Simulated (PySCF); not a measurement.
# How methods differ on the ionisation energy of Cu³⁺

Cu³⁺ [Ar] 3d8 [3d3/2^4 3d5/2^4, M_J = 4] → Cu⁴⁺ [Ar] 3d7 [3d3/2^4 3d5/2^3, M_J = 9/2], as a difference of total energies. All numbers are calculated (PySCF 2.14, the two-component X2C-1e Hamiltonian, in x2c-TZVPPall-2c). Correlated levels: [Ne] frozen; the 6 highest virtual spinors dropped. "Screened" scales the spin-orbit matrix elements by Boettger's factors to mimic the two-electron term; Breit and QED terms are absent.

**Question.** Order these methods by the ionisation energy they give, lowest first.
A. GMP2 (screened spin-orbit)
B. GHF (screened spin-orbit)
C. GHF (spin-free)
D. GMP2 (spin-free)

**Answer.** B (55.000 eV), C (55.025 eV), A (57.363 eV), D (57.387 eV).

Errors of the correlated levels include the incompleteness of this basis and the frozen core.

The labels give the starting determinants; with spin-orbit coupling the two ends relaxed to ⟨J²⟩ = 20.00, ⟨L²⟩ = 12.01, ⟨S²⟩ = 2.00 and ⟨J²⟩ = 24.75, ⟨L²⟩ = 12.04, ⟨S²⟩ = 3.74.

For comparison: 57.38 ± 0.05 eV (semi-empirical (NIST evaluation); NIST Atomic Spectra Database, ionization energies).
